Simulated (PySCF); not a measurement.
# `OCc1ccc(Br)cc1`, C₇H₇BrO

Geometry:
```json
{"atom": "O1", "x (Å)": "-2.970", "y (Å)": "1.121", "z (Å)": "-1.199"}
{"atom": "C2", "x (Å)": "-2.657", "y (Å)": "-0.013", "z (Å)": "-0.444"}
{"atom": "C3", "x (Å)": "-1.165", "y (Å)": "-0.144", "z (Å)": "-0.293"}
{"atom": "C4", "x (Å)": "-0.628", "y (Å)": "-1.174", "z (Å)": "0.485"}
{"atom": "C5", "x (Å)": "0.747", "y (Å)": "-1.320", "z (Å)": "0.630"}
{"atom": "C6", "x (Å)": "1.599", "y (Å)": "-0.422", "z (Å)": "-0.013"}
{"atom": "Br7", "x (Å)": "3.469", "y (Å)": "-0.612", "z (Å)": "0.177"}
{"atom": "C8", "x (Å)": "1.085", "y (Å)": "0.610", "z (Å)": "-0.792"}
{"atom": "C9", "x (Å)": "-0.296", "y (Å)": "0.743", "z (Å)": "-0.929"}
{"atom": "H10", "x (Å)": "-3.926", "y (Å)": "1.188", "z (Å)": "-1.269"}
{"atom": "H11", "x (Å)": "-3.109", "y (Å)": "0.031", "z (Å)": "0.569"}
{"atom": "H12", "x (Å)": "-3.041", "y (Å)": "-0.940", "z (Å)": "-0.917"}
{"atom": "H13", "x (Å)": "-1.294", "y (Å)": "-1.879", "z (Å)": "0.992"}
{"atom": "H14", "x (Å)": "1.161", "y (Å)": "-2.125", "z (Å)": "1.240"}
{"atom": "H15", "x (Å)": "1.760", "y (Å)": "1.308", "z (Å)": "-1.291"}
{"atom": "H16", "x (Å)": "-0.716", "y (Å)": "1.547", "z (Å)": "-1.535"}
```

The calculation used quadratic response CAM-B3LYP/aug-cc-pVDZ first hyperpolarisability, Taylor convention, gas phase (PySCF 2.14.0). Geometry: PBE0-D3(BJ)/def2-SVP.

The calculation is non-relativistic, which matters for the atoms heavier than Zn.

Give the tensor of the static β(0;0,0) in the axes of these coordinates.

In au, Taylor convention; rows are the first index (the induced dipole):
```csv
,xx,yy,zz,xy,xz,yz
x,-12.7,-22.1,-22.5,+19.3,-10.4,-3.4
y,+19.3,+43.7,+13.8,-22.1,-3.4,-9.5
z,-10.4,-9.5,-31.8,-3.4,-22.5,+13.8
```
Norm of βᵢ = ⅓ Σⱼ (βᵢⱼⱼ + βⱼᵢⱼ + βⱼⱼᵢ): 108.9 au, hyper-Rayleigh value 41.3 au.
